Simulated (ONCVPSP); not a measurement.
Reading a pseudo-wave (gallium (Ga))

Columns: radius, all-electron u(r) and pseudo u(r) of the 4p shell (level -2.58 eV) of gallium in the configuration [Ar] 3d10 4s2 4p1; PBE, scalar-relativistic, ONCV scheme, ONCVPSP 4.0.1.

```tsv
r (bohr)	all-electron	pseudo
0.103	0.1215	0.0018
0.205	0.0417	0.0074
0.308	-0.1008	0.0169
0.410	-0.1875	0.0305
0.513	-0.2053	0.0486
0.615	-0.1729	0.0711
0.718	-0.1112	0.0982
0.820	-0.0370	0.1294
0.923	0.0413	0.1645
1.025	0.1166	0.2024
1.128	0.1873	0.2427
1.230	0.2507	0.2836
1.332	0.3071	0.3245
1.435	0.3569	0.3645
1.538	0.3999	0.4022
1.640	0.4362	0.4363
1.743	0.4670	0.4666
1.845	0.4923	0.4920
1.948	0.5131	0.5130
2.050	0.5293	0.5293
2.153	0.5418	0.5418
2.255	0.5507	0.5507
2.358	0.5565	0.5565
2.460	0.5596	0.5595
2.562	0.5602	0.5602
2.665	0.5587	0.5586
```

Question: How many radial nodes do the two functions have?

Answer: The all-electron 4p function has n − l − 1 = 2; the pseudo-wave has 0, since the states of the same l below it are removed with the core.

Question: At about which radius was the pseudo-wave matched?

Answer: 2.05 bohr. The columns agree to 0.0005 from 1.64 bohr on; several derivatives are matched, so the curves merge somewhat inside the radius.

Question: Where does each function peak?

Answer: Outermost all-electron maximum near 2.56 bohr, pseudo maximum near 2.56 bohr (to the table’s step).

Question: Is the pseudo-wave norm-conserving?

Answer: Yes: the ONCV scheme keeps the norm inside the radius equal to the all-electron one, which fixes the energy derivative of the logarithmic derivative at the level.
